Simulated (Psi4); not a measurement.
Br$_{3}$In, charge +1, doublet, at a GFN2-xTB geometry (such geometries of metal compounds can be far from the true shape) (a state made from the parent by changing its charge; the spin is typed, not shown lowest) (core potentials on In).

The Psi4 input:
```
memory 2 GB

molecule {
1 2
In    0.00000000    0.00000000   -0.00000000
Br   -2.04620872   -1.53155503   -0.20004307
Br    0.00668549    2.28790169   -1.15676676
Br    2.03952323   -0.75634665    1.35680983
}

set {
  basis def2-tzvpd
  reference uks
}

energy('pbe0')
print_variables()
```

### Question
Give the number of basis functions at the level PBE0/def2-TZVPD in Psi4.

### Answer
227

### Question
Give the <S^2> at the level PBE0/def2-TZVPD.

### Answer
0.755

### Question
Predict the total energy from PBE0/def2-TZVPD.

### Answer
-7911.4896 Eh

### Question
Predict the nuclear repulsion energy from PBE0/def2-TZVPD.

### Answer
893.0874 Eh

These values belong to the state on which the SCF converged, which isn't shown to be the lowest.
